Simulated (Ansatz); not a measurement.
`[CH3][SnH2][AlH2]` at its PBE0-D4/def2-TZVP geometry, where that method's forces vanish. The species carries charge 0 and has multiplicity 1. Sn: def2 effective core potential.

```xyz
10

C     0.6130   -1.3327    1.0731
Sn    0.5676    0.6026    0.1338
Al   -1.4706    0.9683   -1.5384
H     1.4663   -1.3938    1.7484
H    -0.3034   -1.4934    1.6412
H     0.7007   -2.1130    0.3170
H     0.5426    1.7779    1.3875
H     2.0727    0.8207   -0.6658
H    -2.5967   -0.1423   -1.7079
H    -1.5922    2.3057   -2.3888
```

**Question.** What forces (eV/Å) does PBE-D4/def2-TZVPP give on these atoms in Ansatz? (Estimate.)

**Answer.** Ansatz gave: 
```
C1   0.008 -0.055  0.034
Sn2 -0.128  0.070 -0.131
Al3  0.041 -0.003  0.033
H4   0.161 -0.009  0.126
H5  -0.170 -0.023  0.101
H6   0.016 -0.138 -0.144
H7   0.009  0.116  0.126
H8   0.155  0.025 -0.069
H9  -0.081 -0.078 -0.014
H10 -0.013  0.095 -0.063
```
